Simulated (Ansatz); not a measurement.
This singlet lies 2.28 eV below the relaxed triplet at the level frozen-core CCSD(T)/cc-pVTZ // B3LYP-D3(BJ)/def2-TZVP (Ansatz, an electronic-structure program).

A geometry relaxed with B3LYP-D3(BJ)/def2-TZVP run with Ansatz, charge 0, multiplicity 1:

```xyz
4

H     -1.8095     0.5897     0.5883
Cl     2.1677    -0.8351    -0.5475
Ge     0.4252     0.4845    -0.8999
S     -0.7833    -0.2391     0.8591
```

Question: Write the SMILES of this molecule.

Answer: `[SH][Ge][Cl]`
